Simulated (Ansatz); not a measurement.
Isolated molecules relaxed with PBE0-D4/def2-TZVP in Ansatz; ΔE leaves out vibrations. CCSD(T)/CBS is the MP2 limit (def2-TZVPP, def2-QZVPP) plus CCSD(T) − MP2 in def2-TZVPP, frozen cores. DFT in def2-TZVPP. Elements past krypton have def2 core potentials. For I, Sc outer-core shells are correlated without core-valence functions, which leaves a few kJ/mol of doubt a bond. Scalar relativity is left out up to krypton.

Consider the formal exchange of groups at the Sc–C bond: `[CH3][Sc]([CH3])[F]` + `FI` → `[CH3][Sc]([F])[F]` + `CI`.

`[CH3][Sc]([CH3])[F]`:

Cartesian coordinates in Å:
```
C -0.066 0.086 -1.888
Sc -0.472 0.679 0.173
C 0.403 -0.521 1.774
F -1.589 2.099 0.551
H -0.982 -0.164 -2.440
H 0.586 -0.796 -1.930
H 0.427 0.879 -2.467
H 0.903 0.081 2.543
H 1.144 -1.230 1.382
H -0.356 -1.114 2.301
```

`FI`:

Cartesian coordinates in Å:
```
F 0.217 -0.557 -0.741
I -0.217 0.557 0.741
```

`[CH3][Sc]([F])[F]`:

```xyz
7

C     0.128   -0.522    0.848
Sc   -0.159    0.589   -1.002
F     1.329    0.954   -2.025
F    -1.866    1.134   -1.432
H    -0.788   -1.014    1.195
H     0.906   -1.289    0.758
H     0.450    0.148    1.658
```

`CI`:

```xyz
5

C    -0.024   -0.224    0.036
I     0.203    1.866   -0.302
H    -1.033   -0.391    0.400
H     0.141   -0.730   -0.910
H     0.714   -0.521    0.775
```

```json
{"species": "`[CH3][Sc]([CH3])[F]`", "CAM-B3LYP-D4 energy (Eh)": "-940.48160"}
{"species": "`FI`", "CAM-B3LYP-D4 energy (Eh)": "-397.54221"}
{"species": "`[CH3][Sc]([F])[F]`", "CAM-B3LYP-D4 energy (Eh)": "-1000.54627"}
{"species": "`CI`", "CAM-B3LYP-D4 energy (Eh)": "-337.61422"}
```

Task: Work out ΔE.

Result: ΔE = (-1000.54627) + (-337.61422) − (-940.48160) − (-397.54221) = -0.13668 Eh = -85.8 kcal/mol. CCSD(T)/CBS gives -85.9 kcal/mol.

Largest T1 diagnostic among the species: 0.016.

From BLYP to BHLYP (50 % exact exchange), in def2-TZVPP and without D4, ΔE moves by −4.8 kcal/mol. At CCSD(T), def2-SVP lies −7.3 kcal/mol from the extrapolated value and def2-TZVPP −3.0 kcal/mol.
